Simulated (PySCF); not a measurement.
## Orbital picture of RuF

BP86 at R = 1.901 Å; Ru def2-TZVPP with ECP28, F def2-TZVPP; scalar-relativistic core potentials (PySCF 2.14). State: quartet, unpaired electrons σ ↑, π ↑, δ ↑, a mixture of terms (⟨Lz²⟩ = 4.6). Only the outer orbitals are listed, counted within each symmetry, core potentials removing the inner ones.

```tsv
spin	orbital	occ.	ε (eV)	on Ru (%)	main shells (%)
α	5σ	1	-10.12	25	74 F p, 22 Ru d
α	2π	1	-9.15	23	77 F p, 22 Ru d
α	2π	1	-8.83	19	81 F p, 18 Ru d
α	1δ	1	-6.55	100	100 Ru d
α	3π	1	-5.96	80	78 Ru d, 20 F p
α	1δ	1	-5.92	97	90 Ru d
α	6σ	1	-5.54	94	60 Ru d, 33 Ru s
α	3π	1	-5.26	84	82 Ru d, 16 F p
α	7σ	0	-3.68	89	48 Ru s, 23 Ru d, 19 Ru p
α	4π	0	-0.81	99	97 Ru p
α	4π	0	-0.79	99	98 Ru p
β	5σ	1	-9.83	18	81 F p, 14 Ru d
β	2π	1	-8.67	13	87 F p, 12 Ru d
β	2π	1	-8.60	11	88 F p, 10 Ru d
β	1δ	1	-4.74	99	96 Ru d
β	3π	1	-4.42	89	87 Ru d, 11 F p
β	3π	0	-3.85	91	89 Ru d, 9 F p
β	6σ	0	-3.82	97	52 Ru s, 45 Ru d
β	1δ	0	-3.76	100	100 Ru d
```

Which are the highest filled and the lowest empty level, where do they sit, and how wide is the gap?

Highest filled β 3π at -4.42 eV (in %: 87 Ru d, 11 F p); lowest empty β 3π at -3.85 eV (in %: 89 Ru d, 9 F p); the gap at BP86 is 0.57 eV. Both belong to one degenerate shell, split only by its one-sided filling, so this is no excitation gap.

```
bond order (Mayer)                              : 0.97
⟨S²⟩                                            : 3.763
charge on Ru (Mulliken, basis-dependent)        : 0.43
charge on Ru (Löwdin, basis-dependent)          : 0.25
dipole moment (positive dipole means Ru(−)F(+)) : -3.66 D
```

Spin–orbit coupling is left out. With d or f electrons several states lie close, and the lowest PBE0 determinant need not be the measured ground state.
